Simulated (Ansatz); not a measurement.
Computed with Ansatz on PBE0-D4/def2-TZVP structures; ΔE is electronic, products minus reactants. CCSD(T)/CBS adds triple-zeta CCSD(T) − MP2 to the extrapolated MP2 energy (def2 sets, frozen cores). DFT in def2-TZVPP. HSE06 is defined as in plane-wave codes. def2 core potentials past Kr. For Sn outer-core shells are correlated without core-valence functions, which leaves a few kJ/mol of doubt a bond. Each species was taken in one conformer, which may not be the lowest.

Reaction (redistribution): `C[CH2][Sn][NH2]` + `C[O][AlH][SH]` → `C[O][Sn][NH2]` + `C[CH2][AlH][SH]`

| level | ΔE (kJ/mol) | difference from CCSD(T)/CBS |
| --- | --- | --- |
| r2SCANh-D4 | 39.7 | -2.3 |
| HSE06-D4 | 38.9 | -3.1 |
| ωB97X-V | 38.3 | -3.7 |
| PBE0 | 39.1 | -2.9 |
| LC-ωPBE | 39.4 | -2.6 |
| RPA@PBE/def2-TZVPP | 47.7 | 5.7 |
| MP2/def2-SVP | 49.9 | 7.9 |
| CCSD/def2-SVP | 52.1 | 10.1 |
| CCSD/def2-TZVPP | 50.2 | 8.2 |
| MP2/CBS(def2) | 42.5 | 0.5 |
| CCSD(T)/CBS | 42.0 | 0 |

Largest T1 diagnostic among the species: 0.017.

At CCSD(T), def2-SVP lies +8.4 kJ/mol from the extrapolated value and def2-TZVPP +6.1 kJ/mol. From PBE to PBE0 (25 % exact exchange), in def2-TZVPP and without D4, ΔE moves by +6.6 kJ/mol. In def2-TZVPP, CCSD(T) changes the Hartree–Fock value by −5.4 kJ/mol (the triples alone add −2.2 kJ/mol) and MP2 by −4.9 kJ/mol.
